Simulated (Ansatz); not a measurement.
Two isomers of C3H8MgO: A = `CC(C)[O][MgH]`, B = `C[CH](C)[Mg][OH]`.

Isolated molecules relaxed with PBE0-D4/def2-TZVP in Ansatz; ΔE leaves out vibrations. CBS: MP2 limit from def2 TZ/QZ plus the TZ coupled-cluster correction, frozen cores. Functionals use def2-TZVPP. For Mg outer-core shells are correlated without core-valence functions, which leaves a few kJ/mol of doubt a bond. Each species was taken in one conformer, which may not be the lowest.

**Question.** Which is lower in electronic energy at CCSD(T)/CBS, and by how much? (Estimate.)

**Answer.** Ansatz gave: B, by 26.4 kJ/mol.

**Question.** Give E(B) − E(A) in kJ/mol with CCSD/def2-TZVPP, BLYP-D4, CCSD(T)/def2-SVP, B2PLYP, PBE-D4, CCSD(T)/def2-TZVPP, MP2/def2-TZVPP. (Best estimate.)

**Answer.** Computed: CCSD/def2-TZVPP -20.1, BLYP-D4 -18.4, CCSD(T)/def2-SVP 0.2, B2PLYP -22.9, PBE-D4 -23.0, CCSD(T)/def2-TZVPP -21.6, MP2/def2-TZVPP -31.8. None reverses the order clearly.

**Question.** Does the order hold for the free energy at 298.15 K (harmonic terms from PBE0-D4)? (An estimate is asked.)

**Answer.** Ansatz gave: Yes: G(B) − G(A) = -28.0 kJ/mol, for one conformer each. Modes under 60 cm⁻¹, often nearly free rotors, make the harmonic entropy too high.

Largest T1 diagnostic: 0.011.

The D4 term adds +4.2 kJ/mol with B3LYP and +2.3 kJ/mol with PBE0; it sums over pairs of atoms, weighted by their polarisabilities, and B3LYP, whose exchange is more repulsive, gets the larger term. Leaving LDA and LC-ωPBE aside and taking each functional with its dispersion term where it has one, the values, not all of them listed here, spread over 26.8 kJ/mol, from PBE-D4 to B97M-V. LDA lies +12.8 kJ/mol from PBE without D4.

B3LYP here is the variant with VWN-RPA as its local correlation; programs differ in this.
